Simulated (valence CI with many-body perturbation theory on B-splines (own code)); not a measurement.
**Ca6+: calculation against measured levels**

Calculated by valence CI with perturbative core correlation (CI+MBPT): four valence electrons over a frozen Dirac-Fock core [Ne], a basis of 11 s, 11 p, 9 d, 7 f, 5 g, 2 h, 1 i functions for each j, with the one-electron correlation potential Σ1 (screened to all orders), the two-electron term Σ2, the three-electron term Σ3, Breit, model QED; selected single and double excitations, second order for the rest, scaled by the run's own slope (own B-spline code, finite nucleus).

Against 17 measured levels this calculation errs by 86 cm⁻¹ on average and by 312 at most. These come from a selection out of Sugar and Corliss, J. Phys. Chem. Ref. Data 8, 865 (1979). Levels without a partner in it may be off by more.

Measured levels: Sugar and Corliss, J. Phys. Chem. Ref. Data 8, 865 (1979). Pairs share parity and J, and are chosen by configuration, term and nearness in energy; levels without a clear partner are left out. Some J values that the scan of the source had lost were assigned by a fit. Energies in cm⁻¹ above the measured ground level. The last column is blank where CI alone has no clear partner.

Names give the largest LS component (configuration and term), which can be under half, so a name can repeat, a term be missing and a line seem to break the LS rules; names also repeat where a configuration has a term twice.

| Computed label | Label in the source | Measured | Computed | Difference | CI alone, difference |
| --- | --- | --- | --- | --- | --- |
| 3s²3p² ³P_0 | 3s2 3p2 3P | 0 | 0.0 | 0 | 0 |
| 3s²3p² ³P_1 | 3s2 3p2 3P | 1624.9 | 1627.0 | +2 | +28 |
| 3s²3p² ³P_2 | 3s2 3p2 3P | 4071.4 | 4079.2 | +8 | +91 |
| 3s²3p² ¹D_2 | 3s2 3p2 1D | 21864 | 21953.1 | +89 | +381 |
| 3s²3p² ¹S_0 | 3s2 3p2 1S | 48981.4 | 49159.3 | +178 | +741 |
| 3s3p³ ³D°_1 | 3s 3p3 3D° | 160157.5 | 160116.0 | -41 | -310 |
| 3s3p³ ³D°_2 | 3s 3p3 3D° | 160220.3 | 160182.0 | -38 | -297 |
| 3s3p³ ³D°_3 | 3s 3p3 3D° | 160529.2 | 160494.6 | -35 | -252 |
| 3s3p³ ³P°_1 | 3s 3p3 3P° | 185392.9 | 185447.3 | +54 | +285 |
| 3s3p³ ³P°_2 | 3s 3p3 3P° | 185412.2 | 185467.5 | +55 | +289 |
| 3s3p³ ³S°_1 | 3s 3p3 3S° | 245240.5 | 245552.9 | +312 | +4044 |
| 3s3p³ ¹P°_1 | 3s 3p3 1P° | 252489.9 | 252792.2 | +302 | +3054 |
| 3s²3p3d ³P°_2 | 3s2 3p 3d 3P° | 286224 | 286276.6 | +53 | +2812 |
| 3s²3p3d ³P°_1 | 3s2 3p 3d 3P° | 288160 | 288161.6 | +2 | +2585 |
| 3s²3p3d ³P°_0 | 3s2 3p 3d 3P° | 289004 | 288944.0 | -60 | +2494 |
| 3s²3p3d ³D°_2 | 3s2 3p 3d 3D° | 295772 | 295809.8 | +38 | +3316 |
| 3s²3p3d ³D°_3 | 3s2 3p 3d 3D° | 296132 | 296172.5 | +40 | +3363 |
| 3s²3p3d ¹F°_3 | 3s2 3p 3d 1F° | 324885 | 325034.6 | +150 | +3375 |

Over 17 excited levels the mean absolute difference is 86 cm⁻¹, the median 53 and the largest 312. For the 17 levels that pair on every rung the mean is CI alone 1630, + Σ1 1768, + Σ2 487, + Σ3 319, + Breit 131, + QED 86. The comparison draws on a selection of the measured levels: 18 of the 70 computed ones have a partner in it, and others may be off by more.
